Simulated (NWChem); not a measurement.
# C2HF2, doublet; SMILES [CH]=C(F)F

```xyz
5

C     -0.8721    -1.1350     0.0000
C     -0.0934    -0.0796     0.0000
F     -0.5154     1.1612     0.0000
F      1.2228    -0.1075     0.0000
H     -0.8045    -2.2160     0.0000
```
Atoms are numbered in this order, from 1.

Program: NWChem. Pople sets run with spherical d functions. Spin-unrestricted. In the optimisation the excess spin sits in a' (Cs, its own frame). The geometry was optimised at PBE0/def2-SVP, spin-unrestricted. No stability test was run on the SCF state. Level: B3LYP/6-31G* with COSMO at NWChem's default radii, gas-phase geometry; the question gives the dielectric constant. Reactions with the solvent are ignored.

Task: Predict the results for dielectric constant 1.5. Quantities: electrostatic solvation energy (kcal/mol); dipole in solution (D).

Result: 
| Item | Result |
|---|---|
| electrostatic solvation energy (kcal/mol) | -0.4 |
| dipole in solution (D) | 1.10 |
